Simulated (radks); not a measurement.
Results of a calculation; reference values are marked as such.
Species: Pr XX. Configuration: [Kr] 4d4.

Level of theory: scalar-relativistic Kohn-Sham, Slater X-alpha with alpha = 0.864, spin-polarised, spherical densities, point nucleus; open shells are filled with parallel spins first (spin-orbit coupling, left out, can overturn this in heavy ions) (a radial shooting solver on a logarithmic mesh with Libxc functionals).

Energy parts (eV):
total: -248689.35
kinetic: 264440.08
electron-nucleus: -582390.31
Hartree: 75877.96
exchange: -6617.08

Orbitals (lengths in bohr, moments of r in powers of bohr; r(90%) holds 90 % of the orbital's charge):
orbital	occ.	eigenvalue (eV)	<r^4>	<r^2>	r(90%)	<1/r>
1s up	1	-42442.05	1.640e-06	0.0007885	0.0434	64.72
1s down	1	-42441.94	1.640e-06	0.0007885	0.0434	64.72
2s up	1	-7277.609	0.0002672	0.01248	0.159	14.96
2s down	1	-7274.224	0.0002671	0.01248	0.159	14.96
2p up	3	-6575.276	0.0001954	0.009946	0.147	14.14
2p down	3	-6572.523	0.0001953	0.009943	0.147	14.15
3s up	1	-1957.012	0.01049	0.08345	0.396	5.478
3s down	1	-1954.604	0.01044	0.08328	0.396	5.481
3p up	3	-1733.873	0.01084	0.08307	0.401	5.190
3p down	3	-1731.317	0.01077	0.08286	0.400	5.194
3d up	5	-1422.447	0.008704	0.06997	0.380	4.935
3d down	5	-1419.218	0.008645	0.06982	0.380	4.936
4s up	1	-741.2993	0.2072	0.3840	0.831	2.437
4s down	1	-731.2323	0.2080	0.3843	0.832	2.437
4p up	3	-662.9048	0.2452	0.4145	0.868	2.293
4p down	3	-652.9054	0.2469	0.4154	0.870	2.291
4d up	4	-550.5982	0.2987	0.4486	0.917	2.107
4d down	0	-540.7219	0.3028	0.4508	0.920	2.104

The highest occupied level is 4d up at -550.60 eV. The density falls to 0.001 e/bohr^3 at r = 1.57 bohr.
